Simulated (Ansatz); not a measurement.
ammonia (H3N), singlet, at a GFN2-xTB geometry.

The Ansatz (a quantum-chemistry and plane-wave program) input:
Ansatz 0.2 input:
```yaml
crystal:
  periodic: [false, false, false]
  atoms:
    - {symbol: N, position_ang: [-0.00088861, 0.00220129, 0.11002386]}
    - {symbol: H, position_ang: [0.01587655, 0.93846578, -0.27548989]}
    - {symbol: H, position_ang: [0.81249024, -0.48875726, -0.24050098]}
    - {symbol: H, position_ang: [-0.82214652, -0.46511757, -0.25417613]}
basis:
  gaussian:
    orbitals: aug-cc-pVDZ
magnetization: {spin_polarized: false}
correlation: {method: mp2, electrons: outside_noble_gas}
accuracy: high
```

**Question.** What is the computed total energy (Ansatz with MP2/aug-cc-pVDZ)?

**Answer.** -56.404717 Ha

**Question.** Predict the MP2 correlation energy from MP2/aug-cc-pVDZ.

**Answer.** -0.1993 Eh
